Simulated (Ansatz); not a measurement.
B(Cl)(OMe)(SiH3) (CH6BClOSi), SMILES COB([SiH3])Cl.

The structure is a stationary point at r2SCAN-D4/def2-SVP. This is a generated structure with no PubChem entry under its InChIKey; it may be hypothetical. The values are those of a single conformer.

Two levels are set side by side: PBE/def2-SVPD (Ansatz, a quantum-chemistry and plane-wave program) and CAM-B3LYP/def2-SVPD (Ansatz). Energy differences of separate SCF runs at the same geometry; the states with an electron removed or added have multiplicity 2 and 2. Differences are taken from unrounded values.

| quantity | CAM-B3LYP |
|---|---|
| vertical ionisation energy (eV) | 10.36 |
| vertical singlet–triplet gap (eV) | 4.95 |

Q: What does PBE give, and how far is it from CAM-B3LYP? (The exact figures need the calculation; the answer reports its results.)

A: 
```
quantity                            PBE  PBE minus CAM-B3LYP
---------------------------------  ----  -------------------
vertical ionisation energy (eV)    9.79                -0.58
vertical singlet–triplet gap (eV)  4.47                -0.48
```
